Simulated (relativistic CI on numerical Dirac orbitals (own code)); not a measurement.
What each ingredient does to the levels of Ag10+

Base calculation: Dirac-Coulomb-Breit CI, separate exchange-only KLI orbitals for each configuration, a model potential for QED, unscaled Slater integrals.

Configurations in the expansion (outside the closed core [Ar] 3d10): 4s2 4p6 4d, 4s2 4p5 4d2, 4s2 4p6 4f, 4s2 4p6 5s, 4s 4p6 4d2, 4s2 4p6 5p, 4s2 4p5 4d 4f, 4s2 4p6 5d, 4s 4p6 4d 4f, 4s2 4p6 6s, 4s2 4p5 4d 5s, 4s2 4p6 5f, 4s2 4p6 6p, 4s2 4p6 5g, 4p6 4d3, 4p5 4d4, 4p5 4d3 4f. Double excitations out of closed p, d and f shells are left out; levels of such configurations are missing from the list, as are those of other unlisted configurations, and high levels can miss mixing partners. These lack a partner that the ground configuration has and come out too high: 4s2 4p5 4d 5s.

The lowest level and the first level of each name with at least 55 % of one term (blank where a level has no safe partner in the second run):

```csv
Level,Base (cm⁻¹),Shift (cm⁻¹)
4s2 4p6 4d 2D_3/2,0,0
4s2 4p6 4d 2D_5/2,7879,-7879
4s2 4p6 5s 2S_1/2,432380,+25826
4s2 4p5 4d2 4D°_1/2,435972,-13449
4s2 4p5 4d2 4D°_3/2,438196,-15674
4s2 4p5 4d2 4D°_5/2,442210,-19687
4s2 4p5 4d2 4D°_7/2,448507,-25985
4s2 4p5 4d2 4G°_9/2,457700,-17563
4s2 4p5 4d2 4G°_11/2,457901,-17763
4s2 4p5 4d2 4G°_7/2,459528,-19390
4s2 4p5 4d2 4P°_5/2,462756,-19615
4s2 4p5 4d2 4P°_3/2,467547,-24407
4s2 4p5 4d2 4P°_1/2,475284,-32143
4s2 4p5 4d2 2D°_5/2,477706,
```

At this charge energies of transitions that change n are usually good to better than 1 %, and those within a shell (Δn = 0) to a few per cent.

Problem. One thing was changed in a second run, which moved the levels as shown. Which?
A. only the first 3 configurations
B. QED terms removed
C. non-relativistic limit
D. configuration mixing switched off
E. valence Slater integrals scaled by 0.9
F. Breit term removed

Solution. C. Non-relativistic limit. Without relativity the fine structure collapses and s electrons lose their extra binding.

LS names give the leading component of a level, which can be under half, so a name can repeat, a term be missing and a line seem to break the LS rules.
